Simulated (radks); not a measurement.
Values are calculated unless marked as measured or tabulated.
Ionisation of neutral aluminium, [Ne] 3s2 3p1, to Al+, [Ne] 3s2, under several functionals. Dirac Kohn-Sham, spin-unpolarised, spherical densities, finite nucleus; open shells fill j = l - 1/2 first; a radial shooting solver on a logarithmic mesh with Libxc functionals.

functional                          E(Al) (hartree)  Exc (hartree)  IE (eV)  -e(HOMO) (eV)  <r> HOMO (bohr)  IE error (eV)
exchange-only PBE                        -242.23939      -17.96786    5.122          2.140            3.657         -0.864
PW91                                     -242.80340      -18.55755    5.814          2.749            3.449         -0.172
B86b exchange with PBE correlation       -242.80383      -18.55732    5.787          2.728            3.431         -0.199
OLYP                                     -242.82291      -18.59328    5.633          2.573            3.509         -0.353

NIST Atomic Spectra Database: 5.986 eV (measured). Closest: PW91. The Delta-SCF values span 0.69 eV, the total energies 0.58 hartree. The highest occupied level is 3p1/2. Spin polarisation and multiplet splitting are left out, so open shells lie too high by an amount that depends on their filling.

Beside tabulated values, note that spin-unpolarised runs miss the spin-polarisation part of the exchange energy of open shells.
